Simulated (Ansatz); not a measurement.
Cost and result for the atomization energy of C3H4BFO, SMILES `COB1C=C1F` (10 atoms, 10 bonds).

Cartesian coordinates in Å:
```
C -0.356 -0.250 1.802
O -0.700 -0.748 0.521
B -0.155 -0.225 -0.583
C -0.023 -0.200 -2.072
C 0.702 0.678 -1.372
F 1.569 1.636 -1.629
H 0.065 -1.064 2.396
H -1.259 0.116 2.294
H 0.373 0.562 1.735
H -0.217 -0.506 -3.091
```

The species carries charge 0 and has multiplicity 1. The geometry is a stationary point of PBE0-D4/def2-TZVP. It is one conformer, not always the lowest. Program: Ansatz. All runs use 4 threads of an Arm Neoverse V1 on a shared host. Times are those of one run each, without the atoms' runs, and a repeat can differ threefold. Electronic energies, without spin–orbit coupling; frozen cores. CCSD(T)/CBS adds CCSD(T) − MP2 in def2-TZVPP to the MP2 limit, and its time is that of the two runs behind it. T1 = 0.013. B3LYP takes the VWN-RPA correlation (the form of Gaussian; ORCA's B3LYP/G).

CCSD(T)/CBS is a level of theory with its own doubt, some kJ/mol a heavy atom from the limit and from the frozen cores, so smaller differences don't rank the functionals.

| level | functions | wall time | atomization (kJ/mol) | difference from CCSD(T)/CBS | per bond |
| --- | --- | --- | --- | --- | --- |
| PBE-D4/def2-TZVPP (with forces) | 242 | 2.1 s | 4472.8 | 194.5 | 19.4 |
| PBE0-D4/def2-TZVPP | 242 | 2.5 s | 4354.8 | 76.5 | 7.7 |
| B3LYP-D4/def2-TZVPP (with forces) | 242 | 3.9 s | 4302.9 | 24.6 | 2.5 |
| r2SCAN-D4/def2-TZVPP (with forces) | 242 | 4.3 s | 4340.3 | 62.0 | 6.2 |
| B2PLYP/def2-TZVPP | 242 | 4.5 s | 4268.1 | -10.2 | -1.0 |
| ωB97X-V/def2-TZVPP | 242 | 6.5 s | 4307.3 | 29.0 | 2.9 |
| ωB97M-V/def2-TZVPP (with forces) | 242 | 9.5 s | 4322.3 | 44.0 | 4.4 |
| MP2/def2-QZVPP | 462 | 19 s | 4377.1 | 98.8 | 9.9 |
| CCSD(T)/def2-TZVPP | 242 | 2.6 min | 4169.7 | -108.6 | -10.9 |
| CCSD(T)/CBS(def2) | – | 2.9 min | 4278.3 | 0.0 | 0.0 |

From PBE to PBE0 (25 % exact exchange), in def2-TZVPP and without D4, the atomization energy moves by −115.3 kJ/mol: exact exchange takes away binding that semilocal exchange gives to molecules. The D4 term adds +26.3 kJ/mol with B3LYP and +13.8 kJ/mol with PBE0; it sums over pairs of atoms, weighted by their polarisabilities, and B3LYP, whose exchange is more repulsive, gets the larger term. In def2-TZVPP, CCSD(T) changes the Hartree–Fock value by +1067.1 kJ/mol (the triples alone add +80.4 kJ/mol) and MP2 by +1210.2 kJ/mol; breaking electron pairs costs correlation energy, which Hartree–Fock lacks.
